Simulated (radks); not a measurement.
Question: Coulomb parameter of the 4d shell of neutral molybdenum in the model configuration [Kr] 4d5 5s1, as a second difference U = [E(n + 0.5) + E(n - 0.5) - 2 E(n)] / (0.5)^2 with all orbitals relaxed. "Bare": the charge of the atom changes with n. "Screened": the 5s shell takes up the change at fixed total charge, which measures U(4d,4d) + U(5s,5s) - 2 U(4d,5s). Method: Dirac Kohn-Sham, PBEsol, spin-unpolarised, spherical densities, finite nucleus; open shells are shared between the two j in proportion to 2j + 1; Fermi nuclear charge, rms radius 4.4091 fm; computed with a radial shooting solver on a logarithmic mesh with Libxc functionals. Estimate both.

Answer: U(bare) = 7.717 eV, U(screened by 5s) = 0.951 eV. The step up makes a negative ion, whose loosely bound charge lowers the bare value.
